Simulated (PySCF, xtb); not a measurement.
B₃H₇N₃, SMILES B1NB[NH2+]BN1, charge +1.

Harmonic wavenumbers (cm⁻¹) from GFN2-xTB (xtb 6.7.1) at its own minimum, in rising order: 102, 226, 311, 462, 479, 524, 694, 719, 744, 797, 811, 842, 864, 891, 934, 942, 979, 1012, 1056, 1149, 1231, 1260, 1281, 1374, 1412, 1470, 2702, 2702, 2717, 3283, 3312, 3434, 3435.

**Question.** What does PBE-D3(BJ)/def2-SVP run with PySCF 2.14.0 give at its own minimum? (The exact figures need the calculation; the answer reports its results.)

**Answer.** 133, 224, 313, 482, 483, 529, 712, 743, 797, 833, 851, 869, 901, 907, 928, 964, 1013, 1054, 1109, 1214, 1238, 1311, 1347, 1408, 1490, 1520, 2657, 2660, 2664, 3318, 3347, 3507, 3507. Paired by order, the mean absolute difference is 36 cm⁻¹ and the zero-point energies are 63.1 and 64.4 kcal/mol.
